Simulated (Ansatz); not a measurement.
Species: sum formula AlO$_{2}$H$_{3}$, charge 0, multiplicity 1. 
Geometry from a B3LYP-D3(BJ)/def2-TZVP (Ansatz, a program for electronic structure) optimisation:
```
Al
O 1 1.6926
H 2 0.9583 1 123.93
O 1 1.6983 2 118.48 3 0.00
H 4 0.9576 1 124.59 2 180.00
H 1 1.5649 2 118.40 3 -180.00
```

Wanted: vertical triplet-singlet gap (E(triplet) - E(singlet); each state is the SCF solution reached for its spin), in kcal/mol. Cores are frozen in the correlated levels unless marked. Open shells are spin-unrestricted. No spin-orbit coupling. No relativistic terms. Basis-set limits of correlation are two-point, X^-3; Hartree-Fock from the larger set.

CCSD(T)/CBS(aug-cc-pV(T+d)Z,aug-cc-pV(Q+d)Z) (Ansatz) gives 165.1 kcal/mol.

Another calculation gave 163.7 kcal/mol. Which level was it?
(A) r2SCAN/def2-TZVPD (Ansatz)
(B) wB97M-V/def2-TZVPD (Ansatz)
(C) PBE/def2-TZVPD (Ansatz)
(D) BHLYP/def2-TZVPD (Ansatz)

D, BHLYP/def2-TZVPD (Ansatz). The others give 168.9 (wB97M-V), 148.1 (r2SCAN), 143.0 (PBE) kcal/mol.
